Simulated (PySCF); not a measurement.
Simulated C 1s region for `CN(C)C1CCCCC1`, binding energy against the vacuum level.

Every computed line was given a Gaussian of 0.8 eV full width at half maximum and an area set by the number of equivalent atoms; the highest printed point is 100. Method used: delta-SCF UKS SCAN, pcX-2 on the ionised atom, pcseg-1 elsewhere, spin-free X2C (PySCF 2.14.0).

binding energy (eV), intensity and a bar:
```
    288.9          0 
    289.0          0 
    289.1          1 
    289.2          2 #
    289.3          4 #
    289.4          9 ###
    289.5         15 #####
    289.6         25 #######
    289.7         38 ###########
    289.8         53 ################
    289.9         69 #####################
    290.0         84 #########################
    290.1         95 ############################
    290.2        100 ##############################
    290.3        100 ##############################
    290.4         95 #############################
    290.5         89 ###########################
    290.6         82 #########################
    290.7         77 #######################
    290.8         73 ######################
    290.9         69 #####################
    291.0         63 ###################
    291.1         56 #################
    291.2         47 ##############
    291.3         36 ###########
    291.4         26 ########
    291.5         18 #####
    291.6         11 ###
    291.7          6 ##
    291.8          3 #
    291.9          2 
    292.0          1 
    292.1          0 
    292.2          0
```

Q: Count the maxima, the lines and the sites behind this envelope.

A: The curve has 1 maximum (at 290.2 eV). Under it lie 5 lines from 5 inequivalent carbon sites. At this width some lines have no maximum of their own.

Q: Decompose the envelope and assign each component. Numbering: `[CH3:1][N:2]([CH3:3])[CH:4]1[CH2:5][CH2:6][CH2:7][CH2:8][CH2:9]1`.

A: 
```tsv
position (eV)	relative area	line	atoms	environment
290.05	2	C 1s	C5/C9	ring CH2 carbon
290.27	1	C 1s	C7	ring CH2 carbon
290.27	2	C 1s	C6/C8	ring CH2 carbon
290.81	1	C 1s	C4	sp3 carbon bound to nitrogen
291.03	2	C 1s	C1/C3	N-methyl carbon
```

Q: What are the centre and the root-mean-square width of the whole band?

A: The area-weighted mean of the lines is 290.47 eV. Their own spread about it is 0.39 eV (rms) and each Gaussian has σ = 0.8/2.355 = 0.34 eV; the variances add, which gives 0.52 eV.

The listed C 1s values span 0.98 eV, from C5/C9 (bonded to 2 C and 2 H) to C1/C3 (bonded to N and 3 H). The values 290.27 and 290.27 eV lie too close for their order to be trusted.

No satellites, vibrations or lifetime broadening are included. One atom of each set of topologically equivalent atoms was ionised and stands for the set; in this conformer not all members are related by symmetry, and their own values weren't computed. One conformer (not necessarily the lowest) at the PBE0-D3(BJ)/def2-SVP geometry, without solvent, vibrations or thermal averaging.
